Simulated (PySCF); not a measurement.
An unknown is described by computed data only.

Formula: C5H3F3N2O2S.

| Property | Result |
| --- | --- |
| 13C NMR | chemical shifts (computed TMS as zero) by class: 165.6 (1 C), 164.5 (1 C), 152.0 (1 C), 129.8 (1 C), 54.9 (1 C) ppm [GIAO PBE0/pcSseg-1] |
| 1H NMR | chemical shifts (computed TMS as zero) by class: 4.24 (3 H) ppm [GIAO PBE0/pcSseg-1] |
| NMR, other nuclei | isotropic shieldings of nuclei other than C and H, by class: -210 (1 N), -205 (1 N), -121 (1 O), 138 (1 O), 243 (3 F), -88 (1 S) ppm [GIAO PBE0/pcSseg-1] |
| Rotational structure | rotational constants A, B, C: 0.815, 0.795, 0.434 GHz [GFN2-xTB] |
| Dipole | 3.32 D [PBE0/pcSseg-1] |

Gas-phase values; electronic properties from PySCF, density fitting. Levels stand in brackets. Geometry: GFN2-xTB, one conformer, isolated molecule. Each NMR value is the plain mean over a class of atoms that symmetry, rotation or inversion makes alike.

Q: What is the compound? Reason from the data.

A: Numbering: `[CH3:1][O:2][C:3](=[O:4])[c:5]1[s:6][n:7][n:8][c:9]1[C:10]([F:11])([F:12])[F:13]`. Its formula, C5H3F3N2O2S, gives 4 degrees of unsaturation: 1 ring and 3 π bonds in the structure found (Kekulé form). 5 carbons fall into 5 classes; from least to most shielded: ester carbonyl carbon [C3] (165.6 ppm), substituted aromatic carbon [C5] (164.5 ppm), substituted aromatic carbon [C9] (152.0 ppm), CF3 carbon [C10] (129.8 ppm), methoxy carbon [C1] (54.9 ppm). All hydrogens form one class (4.24 ppm): methyl hydrogen. The other shieldings belong to: -210 ppm, pyridine-type nitrogen [N8]; -205 ppm, pyridine-type nitrogen [N7]; -121 ppm, ester carbonyl oxygen [O4]; 138 ppm, ester single-bonded oxygen [O2]; 243 ppm, fluorine of a CF3 group [F11/F12/F13]; -88 ppm, ring sulfur [S6]. The optimised geometry has point group Cs and is an asymmetric top. Structure: `COC(=O)c1snnc1C(F)(F)F`. The assignments are read from this structure; whether some other isomer fits the data as well wasn't checked.

Conformer computed: `[CH3:1][O:2][C:3](=[O:4])[c:5]1[s:6][n:7][n:8][c:9]1[C:10]([F:11])([F:12])[F:13]`: C1–O2–C3–O4 0°, O2–C3–C5–S6 180°, N8–C9–C10–F11 120°.
